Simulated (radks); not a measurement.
Valence configurations of Cu III (all share [Ar]). Calculated with a radial shooting solver on a logarithmic mesh with Libxc functionals: non-relativistic Kohn-Sham, LDA (Slater exchange, Perdew-Wang correlation), spin-polarised, spherical densities, point nucleus; open shells are filled with parallel spins first. Energies are relative to 3d9; eigenvalues in eV for spin up.

[
 {"valence": "3d9", "E (eV)": "0.000", "moment (Bohr magnetons)": "1", "e(3d)": "-30.670", "e(4p)": "-", "e(4s)": "-"},
 {"valence": "3d8.5 4s0.5", "E (eV)": "4.023", "moment (Bohr magnetons)": "2", "e(3d)": "-34.370", "e(4p)": "-", "e(4s)": "-23.911"},
 {"valence": "3d7.5 4s1.5", "E (eV)": "15.438", "moment (Bohr magnetons)": "3", "e(3d)": "-42.372", "e(4p)": "-", "e(4s)": "-26.343"},
 {"valence": "3d8 4p1", "E (eV)": "16.257", "moment (Bohr magnetons)": "3", "e(3d)": "-39.611", "e(4p)": "-18.694", "e(4s)": "-"},
 {"valence": "3d7.5 4s0.5 4p1", "E (eV)": "22.293", "moment (Bohr magnetons)": "4", "e(3d)": "-43.682", "e(4p)": "-19.707", "e(4s)": "-27.477"},
 {"valence": "3d7 4s2", "E (eV)": "23.118", "moment (Bohr magnetons)": "3", "e(3d)": "-46.673", "e(4p)": "-", "e(4s)": "-27.304"},
 {"valence": "3d7 4s1 4p1", "E (eV)": "29.359", "moment (Bohr magnetons)": "5", "e(3d)": "-47.956", "e(4p)": "-20.684", "e(4s)": "-28.766"},
 {"valence": "3d7 4s0.5 4p1.5", "E (eV)": "33.408", "moment (Bohr magnetons)": "5", "e(3d)": "-48.589", "e(4p)": "-20.997", "e(4s)": "-29.113"},
 {"valence": "3d7 4p2", "E (eV)": "37.475", "moment (Bohr magnetons)": "5", "e(3d)": "-49.214", "e(4p)": "-21.300", "e(4s)": "-"},
 {"valence": "3d6 4p3", "E (eV)": "64.437", "moment (Bohr magnetons)": "7", "e(3d)": "-59.447", "e(4p)": "-23.700", "e(4s)": "-"}
]

NIST lists [Ar] 3d9 as the ground configuration; this level of theory agrees among the configurations tried. The energies are those of spherical high-spin densities, not of single terms.
